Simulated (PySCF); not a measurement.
## Stationary points of GaCl2

Method: PBE0 in PySCF with Ga def2-TZVP, Cl def2-TZVP; no relativity; density-fitted integrals.

Relaxations began from a few typed shapes; open shells are unrestricted. The search is not exhaustive: other isomers or separated fragments can lie lower, and high-lying points may rest on an excited occupation.

Task: Which is the lowest minimum found?
A. doublet C2v: Ga–Cl 2.160 Å (×2); Cl–Ga–Cl 119.3°
B. doublet D∞h: Ga–Cl 2.238 Å (×2); Cl–Ga–Cl 180.0°

Result: A. The others lie at 58.3 (doublet D∞h, a saddle point) kJ/mol above it.
